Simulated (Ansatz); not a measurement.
`NB(F)[TeH]`. Total charge 0; spin multiplicity 1. Te takes the def2 core potential. All single points use the PBE0-D4/def2-TZVP geometry. It is one conformer, not always the lowest.

```xyz
7

N    -0.977   -0.290    0.107
B    -0.005    0.689   -0.063
F    -0.370    1.970   -0.151
Te    2.137    0.297   -0.202
H    -0.773   -1.269    0.180
H    -1.954   -0.055    0.165
H     1.942   -1.341   -0.036
```

(1) What is the dipole moment at PBE/def2-TZVPP? (An estimate is asked.)

(2) And with r2SCAN, B3LYP, ωB97M-V? (An estimate is asked.)

(3) Give the Mulliken charges with PBE, B3LYP, r2SCAN in def2-TZVPP. (An estimate is asked.)

Answers

(1) The calculation gave: 2.59 D, with components (-1.70, -1.93, 0.32) D in this frame, pointing from negative to positive charge.

(2) Ansatz gave: r2SCAN 2.67 D, B3LYP 2.59 D, ωB97M-V 2.65 D.

(3) The calculation gave: 
```json
{"atom": "N1", "PBE": "-0.26", "B3LYP": "-0.26", "r2SCAN": "-0.32"}
{"atom": "B2", "PBE": "0.15", "B3LYP": "0.22", "r2SCAN": "0.25"}
{"atom": "F3", "PBE": "-0.21", "B3LYP": "-0.25", "r2SCAN": "-0.27"}
{"atom": "Te4", "PBE": "0.01", "B3LYP": "0.03", "r2SCAN": "0.02"}
{"atom": "H5", "PBE": "0.17", "B3LYP": "0.16", "r2SCAN": "0.18"}
{"atom": "H6", "PBE": "0.17", "B3LYP": "0.16", "r2SCAN": "0.18"}
{"atom": "H7", "PBE": "-0.04", "B3LYP": "-0.06", "r2SCAN": "-0.04"}
```

B3LYP here is the variant with VWN-RPA as its local correlation; programs differ in this.
